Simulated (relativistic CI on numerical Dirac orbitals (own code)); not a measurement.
## Mo³⁺ (4d3) in a crystal field

Calculated by Dirac-Coulomb-Breit CI, separate exchange-only KLI orbitals for each configuration, model QED, valence Slater integrals scaled by 0.7, one configuration in a parametric crystal field (own radial code).

Field parameters in Wybourne normalisation: D3d B²₀ = −7Dσ, B⁴₀ = −14Dq − 21Dτ, B⁴₃ = −14√(10/7) Dq; Td as Oh with Dq negative (B⁴₀ = 21Dq, B⁴₄ = √(5/14) B⁴₀). The field is a parameter set, without covalency.

S and J are read from ⟨S²⟩ = S(S + 1) and ⟨J²⟩ = J(J + 1) of each level; they are not fictitious spins.

D3d, 10Dq = 30250, Dσ = -590, Dτ = -220 cm⁻¹, the lowest 10 levels:

```
E (cm⁻¹)  Degeneracy  Irrep     S     J
     0.0           2     Γ4  1.50  3.43
     2.2           2  Γ5+Γ6  1.50  3.43
    9991           2     Γ4  0.50  3.97
   10397           2  Γ5+Γ6  0.50  3.72
   11536           2     Γ4  0.50  3.78
   11637           2  Γ5+Γ6  0.50  4.27
   11806           2     Γ4  0.50  3.79
   18174           2     Γ4  0.51  3.61
   19160           2  Γ5+Γ6  0.51  3.47
   19851           2     Γ4  0.51  3.78
```

Principal g values of the ground doublet: 1.93, 3.85, 3.85.

Td, 10Dq = -6900 cm⁻¹, the lowest 16 levels:

```
E (cm⁻¹)  Degeneracy  Irrep     S     J
     0.0           4     Γ8  1.47  2.57
     305           2     Γ7  1.50  2.81
    1078           4     Γ8  1.49  3.62
    1651           2     Γ6  1.50  4.18
    4954           4     Γ8  0.57  3.91
    6539           4     Γ8  1.46  3.31
    6574           2     Γ7  1.48  3.23
    7079           2     Γ6  1.47  3.75
    7252           4     Γ8  1.48  3.94
   10364           2     Γ6  0.55  4.50
   10603           4     Γ8  0.54  4.36
   10688           2     Γ7  0.54  3.55
   11480           4     Γ8  0.60  4.03
   12865           2     Γ6  0.84  2.15
   13013           4     Γ8  0.99  2.66
   13908           4     Γ8  1.45  3.73
```

D3d, 10Dq = 29400, Dσ = -220, Dτ = -380 cm⁻¹, the lowest 16 levels:

| E (cm⁻¹) | Degeneracy | Irrep | S | J |
| --- | --- | --- | --- | --- |
| 0.0 | 2 | Γ5+Γ6 | 1.50 | 3.43 |
| 3.9 | 2 | Γ4 | 1.50 | 3.43 |
| 9742 | 2 | Γ4 | 0.51 | 3.99 |
| 10144 | 2 | Γ5+Γ6 | 0.50 | 3.75 |
| 11545 | 2 | Γ4 | 0.50 | 3.88 |
| 11715 | 2 | Γ5+Γ6 | 0.50 | 4.21 |
| 11758 | 2 | Γ4 | 0.50 | 3.71 |
| 18358 | 2 | Γ4 | 0.51 | 3.66 |
| 19124 | 2 | Γ5+Γ6 | 0.51 | 3.46 |
| 19812 | 2 | Γ4 | 0.51 | 3.76 |
| 26976 | 2 | Γ4 | 1.50 | 3.29 |
| 27025 | 2 | Γ4 | 1.50 | 3.38 |
| 27055 | 2 | Γ5+Γ6 | 1.50 | 3.36 |
| 27113 | 2 | Γ4 | 1.50 | 3.42 |
| 29072 | 2 | Γ5+Γ6 | 1.49 | 3.46 |
| 29112 | 2 | Γ4 | 1.50 | 3.54 |

Principal g values of the ground doublet: 0.00, 0.00, 5.78.

The free-ion ground term has S = 3/2. Every field shown keeps that spin.

Levels of this model without a field, named by their leading LS term (the scale mimics covalency, so terms lie below those of the real free ion): 4F_3/2 0, 4F_5/2 723, 4F_7/2 1627, 4F_9/2 2645, 4P_1/2 9341, 4P_3/2 9358, 2G_7/2 10233, 4P_5/2 10503 cm⁻¹.
